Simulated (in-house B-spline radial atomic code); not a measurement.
A fraction x of an electron is removed from 2p in Ne3+, starting from [He] 2s2 2p3 and keeping the highest spin. All numbers are computed (non-relativistic M06-2X, spin-polarised, spherical fractional occupations; point nucleus) with an all-electron radial atomic-structure program (B-spline basis), not measured.

Caution: exact exchange at fractional occupations of open shells leaves self-interaction of up to several eV.

| x | E(x) - E(0) (eV) | 2p up level (eV) |
| --- | --- | --- |
| 0 | 0.0000 | -91.000 |
| 0.06 | 5.5005 | -92.350 |
| 0.19 | 17.6971 | -95.296 |
| 0.33 | 31.2625 | -98.501 |
| 0.4 | 38.2140 | -100.115 |
| 0.5 | 48.3415 | -102.437 |
| 0.58 | 56.6111 | -104.306 |
| 0.69 | 68.2269 | -106.894 |
| 0.76 | 75.7674 | -108.552 |
| 0.97 | 99.0896 | -113.577 |
| 1 | 102.5078 | -114.301 |

The exact functional would give a straight line between the two integer points. Deviations E(x) - E(0) - x[E(1) - E(0)], in eV: -0.65 at x = 0.06, -1.779 at x = 0.19, -2.565 at x = 0.33, -2.789 at x = 0.4, -2.912 at x = 0.5, -2.843 at x = 0.58, -2.503 at x = 0.69, -2.139 at x = 0.76, -0.343 at x = 0.97.

The curve lies below the straight line by up to 2.912 eV (at x = 0.5): convex, the delocalisation error, to which spherically averaged exact exchange adds.

**Question.** How well does Slater's transition state (minus the level at half occupation) give the ionisation energy?

**Answer.** It gives 102.437 eV against 102.508 eV from the two total energies; NIST lists 97.19 eV, ground level to ground level. The end point has an open shell averaged over its orbitals, so its exact exchange keeps a self-interaction and this is no true integer point.
